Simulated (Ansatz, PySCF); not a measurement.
This Ansatz (a quantum-chemistry and plane-wave program) input computes a r2SCAN/def2-TZVPD energy:

Ansatz 0.2 input:
```yaml
crystal:
  periodic: [false, false, false]
  atoms:
    - {symbol: Te, position_ang: [-0.00000000, -0.00000000, -0.03157231]}
    - {symbol: H, position_ang: [0.00000000, 0.00000000, 1.64175989]}
basis:
  gaussian:
    orbitals: def2-TZVPD
hamiltonian:
  xc: {name: r2SCAN}
total_charge: 1
output: {forces: true}
```

Task: Write an input for the same energy in PySCF and say what it gives.

Result: 
```python
from pyscf import gto, scf, dft

mol = gto.M(
    atom='''
    Te   -0.00000000   -0.00000000   -0.03157231
    H     0.00000000    0.00000000    1.64175989
    ''',
    basis='def2-tzvpd',
    ecp='def2-tzvp',
    charge=1,
    spin=0,
    verbose=4,
)

mf = dft.RKS(mol, xc='r2scan').density_fit(auxbasis='def2-universal-jkfit')
mf.grids.level = 4
mf.conv_tol = 1e-9
mf.max_cycle = 100
mf.max_memory = 1500
mf.kernel()
if not mf.converged:
    mf = mf.newton()
    mf.kernel(mf.make_rdm1())
mf.analyze()
```
It gives -268.30960 Eh, and Ansatz -268.30955 Eh, a difference of 0.05 mEh, from the treatment of integrals and grids.
